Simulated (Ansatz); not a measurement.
Born–Oppenheimer molecular dynamics of CH$_{4}$BClO (8 atoms, charge 0, multiplicity 1). It starts from a relaxed structure.

Method: RKS B3LYP/def2-SVP in Ansatz.

```
ensemble        : NVT, Langevin thermostat
time step       : 0.5 fs
steps asked     : 500
set temperature : 500 K
friction        : 0.5 /fs
seed            : 942966
```

First frame:

```xyz
8
Properties=species:S:1:pos:R:3
B -0.021 -0.037 0.003
O 0.035 -0.092 1.352
H -0.835 -0.106 1.772
Cl 1.558 -0.013 -0.822
C -1.369 -0.008 -0.815
H -1.927 -0.950 -0.659
H -2.026 0.807 -0.462
H -1.219 0.117 -1.896
```

(1) How far do the bonds stretch over the last three quarters of this one trajectory? (Pairs bonded in most of those frames.)

Answers

(1) 
```csv
bond,mean (Å),spread (Å),shortest,longest
B1–O2,1.384,0.037,1.32,1.48
B1–Cl4,1.815,0.038,1.73,1.90
B1–C5,1.620,0.053,1.51,1.75
O2–H3,0.968,0.033,0.87,1.07
C5–H6,1.109,0.035,1.01,1.18
C5–H7,1.112,0.033,1.02,1.20
C5–H8,1.106,0.032,1.01,1.18
```

Mean temperature of the second half: 481 K. A run of 0.25 ps of so small a system gives no equilibrium averages. The friction is so strong that the motion is overdamped, so the time scale means little.

Time of the run: 13 min on 2 threads of Arm Neoverse V1, with other jobs on the host, peak memory 0.14 GiB.
